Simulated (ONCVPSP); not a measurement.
# Which change was made? (I, ONCV)

```json
{
  "Element": "I",
  "Generator": "ONCVPSP 4.0.1",
  "Type": "optimised norm-conserving Vanderbilt (ONCV)",
  "Functional": "LDA (Perdew-Zunger)",
  "Relativity": "fully relativistic",
  "Frozen core": "[Ar] 3d10",
  "Valence charge": "25",
  "Reference configuration": "4s2 4p6 4d10 5s2 5p5",
  "Partial waves": "4s+5s: rc 1.35 bohr, ncon 3, nbas 6, qcut 9.8 1/bohr, 2 projectors; 4p+5p: rc 1.40 bohr, ncon 4, nbas 8, qcut 7.6 1/bohr, 2 projectors; 4d: rc 0.85 bohr, ncon 4, nbas 7, qcut 11.8 1/bohr, 1 projector",
  "Local potential": "polynomial inside 0.55 bohr (lpopt 3, dvloc0 6 Ha)",
  "Core correction": "Teter function, fcfact 4.5, rcfact 1.45"
}
```

Open shells are filled in proportion to 2j + 1.

Cutoffs, loose and tight: the cutoffs (Ha) at which the residual kinetic energy of the hardest occupied pseudo-wave falls to 1 and 0.1 mHa per electron. They do not see the model core or the augmentation charge, which bear on the density cutoff. Test errors are all-electron minus pseudo excitation energies from the reference, over the configurations 4s2 4p6 4d10 5s2 5p4; 4s2 4p6 4d10 5s2 5p3; 4s2 4p6 4d10 5s2 5p2; 4s2 4p6 4d9 5s2 5p6; variants that change the core or the reference have their own tests. The largest error is taken over the tests solved by every variant that gives reliable tests at all, those not shown here included: 4s2 4p6 4d10 5s2 5p2; 4s2 4p6 4d10 5s2 5p3; 4s2 4p6 4d10 5s2 5p4.

The base gives: outcome: generated; cutoff, loose: 61 Ha; cutoff, tight: 77 Ha; bound ghosts: s; GHOST(+) flags above zero: none; largest test error (meV): +17.

(1) After one change the result is: outcome: generated; cutoff, loose: 651 Ha; cutoff, tight: 939 Ha; bound ghosts: s; GHOST(+) flags above zero: none; largest test error (meV): +16. Which change was it?
A. d: rc 0.76
B. d: rc 0.58
C. d: rc 0.68

## Answers

(1) B. The others give: d: rc 0.68 → outcome: generated; cutoff, loose: 364 Ha; cutoff, tight: 489 Ha; bound ghosts: s; GHOST(+) flags above zero: none; largest test error (meV): +16 | d: rc 0.76 → outcome: generated; cutoff, loose: 140 Ha; cutoff, tight: 292 Ha; bound ghosts: s; GHOST(+) flags above zero: none; largest test error (meV): +17.
